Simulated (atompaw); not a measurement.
# PBE PAW (atompaw) dataset for Ca (Z = 20), scalar-relativistic all-electron reference.

atompaw 4.2.0.5 was run on this input:

```
Ca 20
GGA-PBE scalarrelativistic loggrid 1500 logderivrange -2 5 176
4 4 3 0 0 0
4 0 1.5
4 1 0.5
3 2 0
0 0 0
c
c
c
v
c
c
v
v
3
3.00 2.30 2.55 2.85
y
0.75
n
y
0.55
n
y
1.05
n
y
0.05
y
2.7
n
custom polynom2 7 10 vanderbiltortho besselshape
bessel
3.00
3.00
3.00
3.00
3.00
3.00
3.00
3.00
PWSCFOUT
UPFDX 0.0125d0 UPFXMIN -7.d0 UPFZMESH 20.d0
END
```

Command:

```bash
atompaw < Ca.input > Ca.log
```

The program printed (summary file):

```
Completed calculations for Ca (AE)

 Exchange-correlation type: GGA, Perdew-Burke-Ernzerhof

 Radial integration grid is logarithmic
 r0 =   4.0659520E-04 h =   8.1319041E-03   n =      1500 rmax =   8.0000000E+01

 Scalar relativistic calculation

 AEatom converged in  32 iterations
   nz     =  20.00
   delta  =       4.222096425333E-17

 All Electron Orbital energies:
  n  l      occupancy      energy
  1  0      2.0000000E+00 -2.9032870E+02
  2  0      2.0000000E+00 -3.0508044E+01
  3  0      2.0000000E+00 -3.5124103E+00
  4  0      1.5000000E+00 -3.0199025E-01
  2  1      6.0000000E+00 -2.4655120E+01
  3  1      6.0000000E+00 -2.1091143E+00
  4  1      5.0000000E-01 -1.2392871E-01
  3  2      0.0000000E+00 -1.8381034E-01

 Total energy
   Total                    :    -1360.56240642716079

 ---
 Completed calculations for Ca (SC)

 Exchange-correlation type: GGA, Perdew-Burke-Ernzerhof

 Radial integration grid is logarithmic
 r0 =   4.0659520E-04 h =   8.1319041E-03   n =      1500 rmax =   8.0000000E+01

 Scalar relativistic calculation

 SCatom converged in   1 iterations
   nz     =  20.00
   delta  =       2.698771949194E-17

 Valence Electron Orbital energies:
  n  l      occupancy      energy
   4  0      1.5000000E+00 -3.0199025E-01
   4  1      5.0000000E-01 -1.2392871E-01
   3  2      0.0000000E+00 -1.8381033E-01

 Total energy
   Total                    :    -1360.56240642699026
   Valence                  :      -72.48275969217153

 PAW parameters:
       lmax =            3
         rc =    3.0184386358516115
        irc =         1097
   rc_shape =    2.3079170139347265
    rc_vloc =    2.5653061243900734
    rc_core =    2.8513953503399514
   Vloc: truncated form - Vps(r)=A.sin(qr)/r for r<rc
   Projector type: improved polynomial pseudization + Vanderbilt ortho.
   Bessel compensation charge shape zeroed at   2.3079E+00

 Number of basis functions     8
 No.   n  nodes  l      Energy         Cp coeff         Occ
  1    4    3    0   -0.3019903E+00  0.1016162E+03  0.1500000E+01
  2  999    4    0    0.7500000E+00  0.4179300E+01  0.0000000E+00
  3    4    2    1   -0.1239287E+00  0.6924738E+03  0.5000000E+00
  4  999    3    1    0.5500000E+00  0.5093271E+02  0.0000000E+00
  5    3    0    2   -0.1838103E+00  0.2267574E+02  0.0000000E+00
  6  999    1    2    0.1050000E+01 -0.9611557E+01  0.0000000E+00
  7  999    0    3    0.5000000E-01 -0.3545798E+02  0.0000000E+00
  8  999    1    3    0.2700000E+01 -0.4459510E+00  0.0000000E+00

 Eigenvalues of overlap operator (in the basis of projectors):
    1        1.88523132E-01
    2        3.31519978E-01
    3        1.16725627E+00
    4        2.06666789E+00
    5        1.30313597E+02
    6        2.30473000E+02
    7        5.27765232E+03
    8        2.36197306E+04

 Orbital leakage outside PAW augmentation regions
   orb  is_core?  %out_of_sphere
   1 0    T           0.00
   2 0    T           0.00
   3 0    T           0.15
   4 0    F          73.20
   2 1    T           0.00
   3 1    T           0.69
   4 1    F          89.80
   3 2    F          23.39

 Summary of PAW energies
   Total valence energy     :    -72.48275899925493
   Smooth energy            :      2.67604195811241
   One center               :    -75.15880095736733
   Smooth kinetic           :      0.32673330002313
   Vloc energy              :      0.09343144818008
   Smooth exch-corr         :     -1.06651992179197
   One-center xc            :    -70.85388533494802
```

The run took about 9.1 s on one core of a shared server CPU.
